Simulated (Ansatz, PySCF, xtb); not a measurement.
Gas-phase reaction in SMILES: FB(F)F + 3 [H][H] (H2) → B (BH3) + 3 F (HF)
Structures are relaxed separately at B3LYP-D3(BJ)/def2-TZVP in Ansatz (a first-principles code).
Geometry of the first species:
```
B
F 1 1.3156
F 1 1.3156 2 120.00
F 1 1.3156 2 120.00 3 -180.00
```

Quantity: energy of full hydrogenation (enthalpy at 298 K, with B3LYP-D3(BJ) rigid-rotor harmonic-oscillator terms from PySCF), in kJ/mol. Cores are frozen in the correlated levels unless marked. No spin-orbit coupling. Non-relativistic. CBS marks a two-point X^-3 extrapolation of the correlation energy; Hartree-Fock from the larger set.

| level | program | energy of full hydrogenation (kJ/mol) |
|---|---|---|
| GFN1-xTB | xtb | 405.2 |
| HF/6-31G* | Ansatz | 492.8 |
| BLYP/def2-TZVPD | Ansatz | 421.0 |
| PBE0/def2-SVP | Ansatz | 486.7 |
| r2SCANh-D4/def2-TZVPD | Ansatz + dftd4 | 442.7 |
| HSE06-D3(BJ)/def2-TZVPD | Ansatz + dftd3 | 410.4 |
| HSE06-D4/def2-TZVPD | Ansatz + dftd4 | 411.7 |

Question: Predict the CCSD(T)/CBS(cc-pVTZ,cc-pVQZ) result (Ansatz).

Answer: 419.1 kJ/mol, so HSE06-D4/def2-TZVPD differs from it by -7.4 kJ/mol.
